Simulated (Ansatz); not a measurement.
Cartesian coordinates (Å):
SMILES: C([SiH]1C=CC=C1)#N
```xyz
12

N      3.4294     0.0811    -1.0183
C      2.4629     0.0344    -0.3763
Si     0.9115    -0.0404     0.6525
C     -0.2743     1.3478     0.2356
C     -1.3840     0.7587    -0.2626
C     -1.3785    -0.7271    -0.3621
C     -0.2642    -1.3692     0.0535
H      1.3471    -0.1338     2.0697
H     -0.1716     2.4283     0.3457
H     -2.2671     1.3166    -0.5923
H     -2.2576    -1.2425    -0.7638
H     -0.1536    -2.4539     0.0185
```
Charge 0, spin multiplicity 1.

Computed with frozen-core CCSD(T)/cc-pVTZ // B3LYP-D3(BJ)/def2-SVP (Ansatz, a first-principles code). The restricted HF reference is unstable towards unrestricted orbitals.

```
Item                            Value
----------------------  -------------
HF energy               -535.70042 Ha
MP2 correlation energy    -1.07542 Ha
```

Task: Estimate the CCSD correlation energy, the (T) correction, the total energy and the T1 diagnostic.

Result: 
```yaml
CCSD correlation energy: -1.10762 Ha
"(T) correction": -0.05968 Ha
CCSD(T) total energy: -536.86772 Ha
T1 diagnostic: 0.013
```
